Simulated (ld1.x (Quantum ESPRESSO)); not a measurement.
**Configuration tests for germanium (Ge) (RRKJ)**

- Element: germanium (Ge)
- Generator: ld1.x (Quantum ESPRESSO) 7.5
- Type: norm-conserving RRKJ (Kleinman–Bylander form)
- Functional: PBE
- Relativity: scalar-relativistic
- Frozen core: [Ar] 3d10
- Valence charge: 4
- Reference configuration: 4s2 4p2
- Partial waves: 4p (bound): rc 2.40 bohr; 4d channel at 0.3 Ry: rc 2.35 bohr; 4s (bound): rc 1.50 bohr
- Local potential: the s channel
- Core correction: Bessel-smoothed model core inside 1.55 bohr

Energies are relative to the spin-unpolarised reference configuration 4s2 4p2; without spin polarisation the order of configurations can differ from experiment.

```tsv
valence configuration	charge	ΔE all-electron (eV)	error AE − PS (meV)
4s2 4p1	+1	7.444	-5.2
4s2 4p0	+2	22.883	-38
4s1 4p0	+3	57.674	-228
4s2 4p1.5	+0.5	2.802	-1.0
4s0 4p4	0	16.195	-59
4s1 4p2	+1	16.160	-31
4s2 4p2.3	-0.3	-0.884	0.0
```
